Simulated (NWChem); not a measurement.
Species: C3H4BNO; SMILES OB1C=CC=N1

```xyz
10

O      0.1185    -2.0802     0.0000
B      0.0524    -0.7424     0.0000
C      1.2633     0.2862     0.0000
C      0.6400     1.4760     0.0000
C     -0.8521     1.2374     0.0000
N     -1.2309     0.0176     0.0000
H     -0.7674    -2.4661     0.0000
H      2.3453     0.1471     0.0000
H      1.0892     2.4742     0.0000
H     -1.5676     2.0774     0.0000
```
Atoms are numbered in this order, from 1.

Computed with NWChem. Pople sets run with spherical d functions. Coordinates come from a PBE0/def2-SVP optimisation. Vertical excitations in the gas phase; the lowest state need not have the same character in each row.

```
level                      lowest excitation, singlet (eV)  oscillator strength of that lowest state  lowest state with f > 0.02, singlet (eV)  orbital gap (eV)
-------------------------  -------------------------------  ----------------------------------------  ----------------------------------------  ----------------
PBE/6-31+G*, full TDDFT                               2.67                                     0.001                                      5.66              2.53
B3LYP/6-31+G*, full TDDFT                             3.12                                     0.001                                      3.76              4.54
PBE0/6-31+G*, full TDDFT                              3.19                                     0.001                                      3.84              4.98
```
